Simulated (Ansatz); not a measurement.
(OH)3Ti-NH-SiH3 (TiSiNO₃H₇). Charge 0, multiplicity 1. Geometry r2SCAN-D4/def2-SVP, basis def2-TZVP, Ansatz.

Cartesian coordinates in Å:
```
Ti -0.254 0.891 0.618
O 1.478 0.663 1.068
O -1.377 0.864 2.018
O -0.439 2.418 -0.308
N -0.625 -0.621 -0.464
Si 0.591 -1.645 -1.182
H 1.830 0.166 1.817
H -1.949 1.555 2.373
H -0.553 2.582 -1.251
H -1.576 -0.994 -0.446
H 1.625 -0.815 -1.867
H -0.047 -2.549 -2.192
H 1.296 -2.514 -0.183
```

```
run  HOMO (eV)  LUMO (eV)
  A      -7.30      -1.55
  B      -6.98      -1.78
  C      -7.52      -1.25
  D      -6.47      -2.18
  E      -6.17      -2.28
```

B3LYP takes the VWN-RPA correlation.

Question: The runs used B3LYP, PBE, PBE0, r2SCAN, r2SCANh. Estimate which is which.

Answer: A B3LYP (20 % exact exchange); B r2SCANh (10 % exact exchange); C PBE0 (25 % exact exchange); D r2SCAN (0 % exact exchange); E PBE (0 % exact exchange). Exact exchange lowers occupied and raises empty levels; among semilocal functionals meta-GGAs tend to open the gap a little, and such runs are hard to tell apart. The gap grows from 3.90 eV (PBE) to 6.27 eV (PBE0).
